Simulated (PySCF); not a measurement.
# Interval between two levels of Cr by level of theory

Cr [Ar] 3d5 4s1 [7S3, M_J = 3] → Cr [Ar] 3d4 4s1 5s1 [7D5, M_J = 5], as a difference of total energies. Computed with PySCF 2.14 in x2c-SVPall-2c with one added diffuse shell each of s, d type (6s5p4d1f, 48 functions), with the two-component X2C-1e Hamiltonian. Correlated levels: [Ne] frozen; the 6 highest virtual spinors dropped. "Screened" scales the spin-orbit matrix elements by Boettger's factors to mimic the two-electron term; Breit and QED terms are absent.

```
                    method  interval between two levels (cm⁻¹)
           GHF (spin-free)                               36461
          GMP2 (spin-free)                               44702
 GHF (screened spin-orbit)                               36705
GMP2 (screened spin-orbit)                               44949
```

The labels give the starting determinants; with spin-orbit coupling the two ends relaxed to ⟨J²⟩ = 12.00, ⟨L²⟩ = 0.00, ⟨S²⟩ = 12.00 and ⟨J²⟩ = 30.00, ⟨L²⟩ = 6.01, ⟨S²⟩ = 12.00.
